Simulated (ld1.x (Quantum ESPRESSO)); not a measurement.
# Which change was made? (Zn, TM)

Zn, norm-conserving Troullier–Martins (Kleinman–Bylander form), made with ld1.x (Quantum ESPRESSO) 7.5 (PBEsol, fully relativistic). Core [Ne] 3s2, reference 3p6 3d10 4s2 4p0. Waves: 4s (bound): rc 2.20 bohr; 3d (bound): rc 1.45 bohr; 3p (bound): rc 0.65 bohr. Local part: the p channel. Core correction: a·sin(br)/r model core inside 0.55 bohr.

Open shells are filled in proportion to 2j + 1 (rel_dist='average').

Cutoffs, loose and tight: the cutoffs (Ry, on a coarse ladder) from which the occupation-weighted sum of valence levels, in a spherical-Bessel basis at the reference potential, stays within 10 and 1 mRy of its value at 400 Ry. They do not see the model core or the augmentation charge, which bear on the density cutoff. Test errors are all-electron minus pseudo excitation energies from the reference, over the configurations 3p6 3d10 4s1 4p0; 3p6 3d10 4s0 4p0; 3p6 3d9 4s0 4p0; 3p6 3d10 4s1.5 4p0; 3p6 3d8 4s0 4p0; 3p6 3d10 4s1 4p1; 3p6 3d10 4s0 4p1; variants that change the core or the reference have their own tests.

The base gives: outcome: generated, misses its reference levels by 2.06 eV; cutoff, loose: 230 Ry; cutoff, tight: over 300 Ry; bound ghosts: s, p1/2 (extra level of the local part); largest test error (meV): +73.

Problem. After one change the result is: outcome: generated, misses its reference levels by 2.06 eV; cutoff, loose: 140 Ry; cutoff, tight: 200 Ry; bound ghosts: s; largest test error (meV): -507. Which change was it?
A. all radii but the core radius scaled by about 1.20 (s 2.64, p 0.78, d 1.74 bohr)
B. all radii but the core radius scaled by about 0.94 (s 2.08, p 0.62, d 1.36 bohr)
C. all radii but the core radius scaled by about 1.38 (s 3.04, p 0.90, d 2.00 bohr)

Solution. C. The others give: all radii but the core radius scaled by about 1.20 (s 2.64, p 0.78, d 1.74 bohr) → outcome: generated, misses its reference levels by 2.06 eV; cutoff, loose: 180 Ry; cutoff, tight: 300 Ry; bound ghosts: s; largest test error (meV): -213 | all radii but the core radius scaled by about 0.94 (s 2.08, p 0.62, d 1.36 bohr) → outcome: generated, misses its reference levels by 2.06 eV; cutoff, loose: 230 Ry; cutoff, tight: over 300 Ry; bound ghosts: s, p1/2 (extra level of the local part); largest test error (meV): +112.
